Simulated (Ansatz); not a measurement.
Abridged output of a molecular run in Ansatz:

```
Functional definition: HF
1417 factors; integrals over basis functions are off by at most 9.4e-4 eV
mean field evaluation 1: about -64192.4004 eV, gradient 3.9e1 eV
mean field evaluation 2: about -64192.4689 eV, gradient 3.9e1 eV
mean field evaluation 4: about -64195.4014 eV, gradient 3.3e0 eV
mean field evaluation 8: about -64195.4462 eV, gradient 3.3e-1 eV
mean field -64195.44644090 eV, -2359.1391434667 hartree, gradient 4.0e-6 eV, S^2 0.000000; 0 other end points of the search recorded, 0 dependent functions left out
15 core orbitals not correlated: weight in the atoms' cores, before any rotation towards them, 1.000 or more for the frozen orbitals, at most 0.000 for the correlated occupied ones
reference -64195.44644090 eV, -2359.1391434667 hartree; 22, 22 occupied and 165, 165 virtual orbitals, 1417 factors
second order -31.16953010 eV of doubles, -0.00000000 eV of singles
cycle   1  -29.67814561 eV  change     1.5e0 eV  update   1.2e-1
cycle   2  -30.44100694 eV  change   -7.6e-1 eV  update   3.6e-2
cycle   3  -30.57604031 eV  change   -1.4e-1 eV  update   1.8e-2
cycle   4  -30.55152478 eV  change    2.5e-2 eV  update   4.8e-3
cycle   5  -30.54605224 eV  change    5.5e-3 eV  update   2.1e-3
cycle   6  -30.54823088 eV  change   -2.2e-3 eV  update   6.5e-4
cycle   7  -30.54809525 eV  change    1.4e-4 eV  update   2.2e-4
cycle   8  -30.54790152 eV  change    1.9e-4 eV  update   7.2e-5
cycle   9  -30.54792284 eV  change   -2.1e-5 eV  update   2.8e-5
perturbative correction -0.93187334 eV, -0.0342457135 hartree
Total energy: -64226.92623708 eV, -2360.2960046384 hartree
```

Its atoms:

Z-matrix (Å, degrees):
```
C
Ga 1 1.945
H 1 1.091 2 109.6
H 1 1.091 2 109.4 3 118.6
H 1 1.090 2 110.0 3 -121.0
F 2 1.754 1 120.2 3 125.1
I 2 2.475 1 127.0 3 -55.0
```

Q: Which basis set was used?
A. def2-TZVPP
B. def2-QZVPP
C. def2-SVP
D. def2-SVPD

A: A. It gives 202 functions.

Q: Write the keys of the input that set method, charge and spin (a neutral closed shell needs none for the last two).

A: 
```yaml
correlation: {method: ccsd_t}
```
